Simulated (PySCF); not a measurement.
Molfile (atoms numbered from 1):
```
C7H9NSi
     RDKit          3D

 18 17  0  0  0  0  0  0  0  0999 V2000
    2.5053    1.7476   -1.4482 C   0  0  0  0  0  0  0  0  0  0  0  0
    2.3025    0.8114   -0.7208 C   0  0  0  0  0  0  0  0  0  0  0  0
    2.1003   -0.2766    0.1404 C   0  0  0  0  0  0  0  0  0  0  0  0
    0.8858   -0.8057    0.3859 C   0  0  0  0  0  0  0  0  0  0  0  0
    0.7830   -1.8932    1.2640 C   0  0  0  0  0  0  0  0  0  0  0  0
    0.6570   -2.7837    1.9796 N   0  0  0  0  0  0  0  0  0  0  0  0
   -0.7258   -0.1488   -0.4003 Si  0  0  0  0  0  4  0  0  0  0  0  0
   -1.0046    1.6140    0.2551 C   0  0  0  0  0  0  0  0  0  0  0  0
   -2.1471   -1.3018    0.0978 C   0  0  0  0  0  0  0  0  0  0  0  0
    2.6750    2.5618   -2.0875 H   0  0  0  0  0  0  0  0  0  0  0  0
    2.9950   -0.6765    0.6075 H   0  0  0  0  0  0  0  0  0  0  0  0
   -0.5193   -0.1505   -1.8582 H   0  0  0  0  0  0  0  0  0  0  0  0
   -1.9219    2.0348   -0.1448 H   0  0  0  0  0  0  0  0  0  0  0  0
   -1.0797    1.6302    1.3396 H   0  0  0  0  0  0  0  0  0  0  0  0
   -0.1867    2.2698   -0.0282 H   0  0  0  0  0  0  0  0  0  0  0  0
   -1.9468   -2.3282   -0.1955 H   0  0  0  0  0  0  0  0  0  0  0  0
   -3.0786   -1.0001   -0.3714 H   0  0  0  0  0  0  0  0  0  0  0  0
   -2.3023   -1.2983    1.1734 H   0  0  0  0  0  0  0  0  0  0  0  0
  1  2  3  0
  2  3  1  0
  3  4  2  0
  4  5  1  0
  5  6  3  0
  4  7  1  0
  7  8  1  0
  7  9  1  0
  1 10  1  0
  3 11  1  0
  7 12  1  0
  8 13  1  0
  8 14  1  0
  8 15  1  0
  9 16  1  0
  9 17  1  0
  9 18  1  0
M  END
```

[PySCF 2.14.0 with density-fitted response routines: geometry: GFN2-xTB; PBE0/pcSseg-1 with gauge-including orbitals; fast rotation and ring inversion assumed for equivalent nuclei; relativity neglected; one computed conformer; no solvent model]

Scale: 13C (186.93 ppm) and 1H (31.72 ppm) and 29Si (349.16 ppm) vs TMS; NH3 for 15N (267.73 ppm) (reference shieldings calculated alike).

| atoms | nucleus | count | δ (ppm) |
| --- | --- | --- | --- |
| H11 | 1H | 1 | 7.04 |
| H10 | 1H | 1 | ? |
| C2 | 13C | 1 | 86.2 |
| C4 | 13C | 1 | 136.2 |
| C3 | 13C | 1 | 146.1 |
| C1 | 13C | 1 | 107.5 |
| H13/H14/H15/H16/H17/H18 | 1H | 6 | ? |
| C5 | 13C | 1 | 124.4 |
| H12 | 1H | 1 | 4.91 |
| Si7 | 29Si | 1 | ? |
| N6 | 15N | 1 | ? |
| C8/C9 | 13C | 2 | -4.2 |

Q: Fill in the missing shifts.

A: 
- H10: 3.79 ppm, hydrogen on a terminal alkyne carbon
- H13/H14/H15/H16/H17/H18: 0.42 ppm, hydrogen on a methyl carbon bonded to Si; an electropositive neighbour shields it, as in TMS itself
- N6: 334.5 ppm, nitrile nitrogen
- Si7: -24.1 ppm, silicon bonded to 3 C, H

Shifts are as computed. Against solution values, carbons near 30 ppm lie about +3 ppm off and those near 130 ppm about +5 ppm. Of 1309 compounds with measured shifts, 239 miss one by over three times the rms of a fit or turn the order of signals round; such compounds aren't used in these exercises. Experimental scales use liquid or dissolved standards, which lie at an offset from isolated NH3 (liquid NH3: subtract about 20 ppm). Unscaled 15N shifts of sp2 nitrogen come out 20 to 40 ppm too high even then.
